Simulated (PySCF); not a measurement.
A GIAO shielding run with PySCF 2.14 (density fitting, non-relativistic, gas phase) on `C#CC[Si@@H]1C[C@H](C#N)[C@@H]1C`, C8H11NSi:

```
$ OMP_NUM_THREADS=1 python probes_run.py task.json out

{"job": {"kind": "nmr", "xc": "PBE0", "basis": "pcSseg-1"}, "charge": 0, "multiplicity": 1}
C      3.297011    -1.806680     1.097387
C      2.750876    -0.772446     0.843687
C      2.070500     0.460063     0.531189
Si     0.745342     0.177124    -0.809159
C     -0.568627     1.549416    -1.037452
C     -1.702544     0.509575    -0.857093
C     -2.757311     0.981562    -0.008414
N     -3.577390     1.385421     0.680641
C     -0.889618    -0.690268    -0.287629
C     -1.074807    -0.907364     1.208745
H      3.789949    -2.702081     1.331056
H      2.801592     1.188667     0.176951
H      1.622336     0.857433     1.444303
H      1.329619    -0.326342    -2.056593
H     -0.617924     2.077077    -1.985932
H     -0.590257     2.298234    -0.246657
H     -2.136083     0.245209    -1.825237
H     -1.139897    -1.617415    -0.805474
H     -0.365079    -1.650930     1.566617
H     -2.082751    -1.255607     1.431790
H     -0.913856     0.016295     1.761504
```

Hardware: 1 thread of an Arm Neoverse V1, shared host. The job also computes population analyses, field gradients, ring-centre shieldings.

(1) How large is the calculation?

(2) How long does it take, and how much memory does it need?

Results:

(1) 80 electrons, 232 basis functions and 1215 auxiliary functions.

(2) 84 s of wall time, with 14 SCF cycles and 5 response iterations; peak memory 1.1 GiB. Times on a shared host scatter by some tens of per cent.
